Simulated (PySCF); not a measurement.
Dipole moment and polarisability of `C=C/N=C(/C#N)C(F)(F)F`

Compound: C5H3F3N2.
Geometry (GFN2-xTB, Å), atoms numbered from 1 in this order:
```xyz
13
C5H3F3N2 angstrom
C      2.642    0.016   -0.130
C      1.349   -0.302   -0.038
N      0.439    0.717   -0.067
C     -0.821    0.577   -0.001
C     -1.653    1.727   -0.041
N     -2.336    2.645   -0.073
C     -1.574   -0.757    0.123
F     -1.309   -1.572   -0.913
F     -2.898   -0.599    0.166
F     -1.220   -1.423    1.236
H      2.941    1.046   -0.223
H      3.410   -0.737   -0.114
H      1.026   -1.336    0.057
```

Level: PBE0/def2-SVPD (PySCF), static field, nuclei fixed, core orbitals frozen in the response. The polarisability tensor in these axes (au):

```
x   127.71 -19.45  -2.43
y   -19.45  75.44  -0.94
z    -2.43  -0.94  49.14
```

**Question.** What are the eigenvalues, a third of the trace, and Δα (Δα² = ½Σ(αi − αj)² over the three pairs)?

**Answer.** Principal values 48.95, 69.14 and 134.20 au; mean 84.10 au = 12.46 Å³ = 13.87 × 10⁻⁴⁰ C²·m²/J; Δα = 77.16 au (92 % of the mean).

**Question.** What is the dipole moment, and where does it point?

**Answer.** (3.82, -2.39, -0.01) D, 4.51 D in size, pointing from the negative to the positive side. Measured along this direction, the outermost atoms are N6 at the negative end and H12 at the positive end.

**Question.** Traceless (Buckingham) quadrupole moment about the centre of nuclear charge: eigenvalues?

**Answer.** -12.16, 0.82, 11.34 D·Å. The values depend on the origin, since the dipole doesn't vanish. The electronic extent ⟨r²⟩ about the same centre is 1403 bohr², a root-mean-square distance of 2.30 Å for the 74 electrons.

**Question.** Refractivity n − 1 of an ideal gas of it at 400 K and 1 atm, from the electronic α?

**Answer.** N = p/kT = 1.8347 × 10¹⁹ cm⁻³, so n − 1 = 2π × N × 12.46 × 10⁻²⁴ cm³ = 1437 × 10⁻⁶ at long wavelengths, for an ideal gas.

**Question.** Rayleigh depolarisation ratio (linearly polarised light, static tensor)?

**Answer.** ρ = 3Δα²/(45ᾱ² + 4Δα²) = 17860.7/(318262 + 23814.3) = 0.0522.

**Question.** Find the Langevin capture rate constant for NO+ (29.998 u) meeting this molecule (148.025 u), k = 2.342 × 10⁻⁹ cm³/s × √(α in Å³ / reduced mass in u).

**Answer.** The reduced mass is 24.94 u, so k = 1.66 × 10⁻⁹ cm³/s. The formula leaves out the permanent dipole, which adds to the capture rate.

Geometry: GFN2-xTB, one conformer, isolated molecule.

The run behind these numbers computed excited states as well. On an Arm Neoverse N1 with one thread, shared host, this took 87 s.
